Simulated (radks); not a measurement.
All-electron atom: Sm45+ in [Ne] 3s2 3p5.

All-electron calculation, scalar-relativistic Kohn-Sham, r2SCAN, spin-unpolarised, spherical densities, finite nucleus; meta-GGA in the generalised Kohn-Sham scheme; Fermi nuclear charge, rms radius 5.0819 fm. Program: a radial shooting solver on a logarithmic mesh with Libxc functionals.

Energy parts (eV):
| part | energy |
|---|---|
| total | -233553.08 |
| kinetic | 252691.33 |
| electron-nucleus | -512706.04 |
| Hartree | 30206.09 |
| exchange-correlation | -3744.46 |

Orbitals (lengths in bohr, moments of r in powers of bohr; r(90%) holds 90 % of the orbital's charge):
orbital,occ.,eigenvalue (eV),r(90%),<r>,<r^2>
1s,2,-49615.41,0.0411,0.02274,0.0007049
2s,2,-10430.90,0.148,0.09591,0.01084
2p,6,-9624.233,0.137,0.08438,0.008663
3s,2,-4028.178,0.341,0.2345,0.06261
3p,5,-3776.964,0.339,0.2289,0.06042
3d,0,-3503.213,0.308,0.2022,0.04717
4s,0,-2074.526,0.625,0.4431,0.2210
4p,0,-1973.059,0.633,0.4442,0.2238

The highest occupied level is 3p at -3777.0 eV. The density falls to 0.001 e/bohr^3 at r = 0.69 bohr. For comparison, the ionisation energy in NIST's Atomic Spectra Database is 3766 eV (theoretical). In exact Kohn-Sham theory the highest level is minus the ionisation energy, but local and semilocal functionals leave it too shallow, through self-interaction and a potential that decays too fast; potentials with the right tail come closer. The electron density at the nucleus is 5.572e+05 e/bohr^3 (large components only).

Beside tabulated values, note that spin-unpolarised runs miss the spin-polarisation part of the exchange energy of open shells.
